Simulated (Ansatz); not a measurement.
`C=CB(C)[SiH3]` and `CBB(C)[SiH3]` differ in one atom or group.

Ansatz, PBE0-D4/def2-TZVP geometries, multiplicity 1. Each molecule was computed in one conformer, which needn't be the lowest.

```json
{"property": "size of the dipole moment (PBE/def2-TZVPP) / D", "`C=CB(C)[SiH3]`": "1.78"}
{"property": "HOMO–LUMO gap (PBE/def2-TZVPP) / eV", "`C=CB(C)[SiH3]`": "3.43"}
{"property": "LUMO energy (PBE/def2-TZVPP) / eV", "`C=CB(C)[SiH3]`": "-3.00"}
{"property": "size of the dipole moment (B3LYP/def2-TZVPP) / D", "`C=CB(C)[SiH3]`": "1.77"}
{"property": "HOMO–LUMO gap (ωB97M-V/def2-TZVPP) / eV", "`C=CB(C)[SiH3]`": "9.66"}
{"property": "LUMO energy (PBE0/def2-TZVPP) / eV", "`C=CB(C)[SiH3]`": "-2.07"}
```

Task: What does the change do to each property? (Estimate.)

Result: Ansatz gave: 
```json
{"property": "size of the dipole moment (PBE/def2-TZVPP) / D", "`CBB(C)[SiH3]`": "1.24", "shift": "-0.54"}
{"property": "HOMO–LUMO gap (PBE/def2-TZVPP) / eV", "`CBB(C)[SiH3]`": "3.42", "shift": "-0.01"}
{"property": "LUMO energy (PBE/def2-TZVPP) / eV", "`CBB(C)[SiH3]`": "-2.47", "shift": "0.53"}
{"property": "size of the dipole moment (B3LYP/def2-TZVPP) / D", "`CBB(C)[SiH3]`": "1.23", "shift": "-0.54"}
{"property": "HOMO–LUMO gap (ωB97M-V/def2-TZVPP) / eV", "`CBB(C)[SiH3]`": "9.60", "shift": "-0.06"}
{"property": "LUMO energy (PBE0/def2-TZVPP) / eV", "`CBB(C)[SiH3]`": "-1.54", "shift": "0.53"}
```

Dipoles are sizes alone; their direction can turn.

B3LYP here is the variant with VWN-RPA as its local correlation; programs differ in this.
